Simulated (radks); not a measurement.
Charge is removed step by step from the 4d5/2 level of the silver ion Ag3+, starting from [Kr] 4d(3/2: 4, 5/2: 4). Method: Dirac Kohn-Sham, PBEsol, spin-unpolarised, spherical densities, finite nucleus; Fermi nuclear charge, rms radius 4.5454 fm; computed with a radial shooting solver on a logarithmic mesh with Libxc functionals.

| removed (e) | E - E(0) (eV) | eigenvalue (eV) | E minus straight line (eV) |
|---|---|---|---|
| 0 | 0.000 | -43.404 | 0.000 |
| 0.125 | 5.547 | -45.350 | -0.873 |
| 0.25 | 11.338 | -47.315 | -1.501 |
| 0.375 | 17.377 | -49.300 | -1.882 |
| 0.5 | 23.664 | -51.305 | -2.014 |
| 0.625 | 30.203 | -53.328 | -1.894 |
| 0.75 | 36.997 | -55.370 | -1.520 |
| 0.875 | 44.047 | -57.430 | -0.889 |
| 1 | 51.355 | -59.509 | 0.000 |

Removing the whole electron costs 51.355 eV by Delta-SCF, against 43.404 eV from minus the eigenvalue at the starting occupation. Slater's transition state (half an electron removed) gives 51.305 eV. Integrating minus the eigenvalue over the occupation (Janak's theorem) gives 51.355 eV. The mean slope of the eigenvalue, de/dn, is 16.1 eV per electron. Ionisation energy of Ag3+ in the NIST Atomic Spectra Database: 49 eV (theoretical).

Beside tabulated values, note that spin-unpolarised runs miss the spin-polarisation part of the exchange energy of open shells.
